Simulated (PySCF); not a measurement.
PySCF input for SnOF2, SMILES [O]=[Sn]([F])[F], B3LYP-D3(BJ)/def2-SVP. Coordinates come from a B3LYP-D3(BJ)/def2-SVP optimisation. The def2 effective core potentials stand for the cores of Sn; spin–orbit coupling is left out.

```python
import numpy as np
from pyscf import gto, scf, dft, df
from pyscf.hessian import thermo

mol = gto.M(
    atom='''
    Sn    0.00000000    0.00000000    0.10708096
    O     0.00000000   -0.00000000    1.95206933
    F     0.00000000    1.44828316   -1.16503348
    F     0.00000000   -1.44828317   -1.16503347
    ''',
    basis='def2-SVP',
    ecp={'Sn': 'def2-svp'},
    charge=0,
    spin=0,
    max_memory=1600,
    verbose=3,
)
mf = dft.RKS(mol, xc='b3lyp').density_fit(auxbasis='def2-universal-jkfit')
mf.disp = 'd3bj'
mf.grids.level = 3
mf.conv_tol = 1e-11
mf.max_cycle = 100
mf.kernel()

# [left out here: the lines that compute and print the analytic Hessian (its translational invariance restored by hand, since the grid's response is missing), thermochemistry and intensities]
```

Output:

```
converged SCF energy = -489.034973786114

WARN: DFTD3 does not support analytical Hessian, using finite difference


WARN: Mole.unit (angstrom) is changed to Bohr

Mode                                 0                   1                   2
Irrep
Freq [cm^-1]                      144.7178            147.7592            191.9470
Reduced mass [au]                  19.3720             23.2439             20.6296
Force const [Dyne/A]                0.2390              0.2990              0.4478
Char temp [K]                     208.2167            212.5926            276.1690
Normal mode                   x     y     z       x     y     z       x     y     z
       0  Sn                 0.00 -0.04 -0.00    0.05  0.00  0.00   -0.00 -0.00  0.03
       1   O                -0.00  0.19 -0.00   -0.15 -0.00  0.00    0.00  0.00  0.03
       2   F                -0.00  0.03  0.08   -0.09 -0.00 -0.00    0.00 -0.12 -0.10
       3   F                -0.00  0.03 -0.08   -0.09  0.00  0.00    0.00  0.12 -0.10
Mode                                 3                   4                   5
Irrep
Freq [cm^-1]                      634.3546            642.9989            808.9665
Reduced mass [au]                  19.6090             21.7436             18.6678
Force const [Dyne/A]                4.6491              5.2967              7.1979
Char temp [K]                     912.6950            925.1323           1163.9227
Normal mode                   x     y     z       x     y     z       x     y     z
       0  Sn                 0.00 -0.00 -0.02    0.00  0.04 -0.00   -0.00  0.00 -0.04
       1   O                -0.00  0.00 -0.07   -0.00  0.00 -0.00    0.00  0.00  0.22
       2   F                -0.00 -0.11  0.10   -0.00 -0.11  0.10    0.00 -0.02  0.02
       3   F                -0.00  0.11  0.10   -0.00 -0.11 -0.10    0.00  0.02  0.02
temperature 298.1500 [K]
pressure 101325.00 [Pa]
Rotational constants [GHz] 6.34108 4.43708 2.61045
Symmetry number 2
Zero-point energy (ZPE) 0.00586 [Eh]   15376.464 [J/mol]
                           tot       elec      trans        rot        vib
Entropy [J/mol/K]       311.623      0.000    172.995    102.537     36.091
Cv [J/mol/K]             59.263      0.000     12.472     12.472     34.320
Cp [J/mol/K]             67.578      0.000     20.786     12.472     34.320
Internal energy [J/mol]                      3718.434   3718.434  21228.451
Internal energy [Eh]   -489.02406  -489.03497
Enthalpy [J/mol]                             6197.391   3718.434  21228.451
Enthalpy [Eh]          -489.02311
Gibbs free energy [J/mol]                  -45381.024 -26853.037  10467.834
Gibbs free energy [Eh] -489.05850
static polarisability / bohr^3: [[22.977  0.    -0.   ]
 [-0.    29.361 -0.   ]
 [ 0.    -0.    40.816]]
largest difference of analytic and finite-field dipole derivatives / e: 0.0006133602404339022
mode   freq/cm-1   IR/(km/mol)   Raman/(A^4/amu)   depolarisation
   1      144.72        39.523             3.739            0.750
   2      147.76        35.691             1.543            0.750
   3      191.95        15.958             1.180            0.719
   4      634.35        28.883            18.265            0.095
   5      643.00        67.882             5.465            0.750
   6      808.97        23.990            12.908            0.141
max |gradient| / (hartree/bohr): 9.244964887007744e-05
APT charges: [ 1.5541 -0.4768 -0.5387 -0.5387]
```

Self-consistency was reached.

Cost: roughly 60 core-seconds.
